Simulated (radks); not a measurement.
Values are calculated unless marked as measured or tabulated.
Polarisability of the argon ion Ar+, [Ne] 3s2 3p5, at imaginary frequency. Level of theory: non-relativistic Kohn-Sham, LDA (Slater exchange, Perdew-Wang correlation), spin-unpolarised, spherical densities, point nucleus (a radial shooting solver on a logarithmic mesh with Libxc functionals). Response by self-consistent Sternheimer equations with the Hartree and adiabatic LDA kernel.

w (hartree),alpha1(iw) (bohr^3)
0.00266,7.107
0.0143,7.105
0.0360,7.093
0.0697,7.054
0.118,6.957
0.186,6.747
0.280,6.345
0.413,5.655
0.605,4.627
0.892,3.349
1.35,2.074
2.12,1.076
3.59,0.4609
6.94,0.1578
17.5,0.03564

Static values: alpha1 = 7.107 bohr^3 (1.053 angstrom^3; uncoupled 11.13). C6 = 32.15, triple-dipole C9 = 167.9 atomic units. One-pole (London) frequency 4 C6 / (3 alpha1^2) = 0.849 hartree, against 0.816 for minus the highest occupied eigenvalue. The dipole shielding factor is 0.945, as the force sum rule N/Z = 0.944 demands.
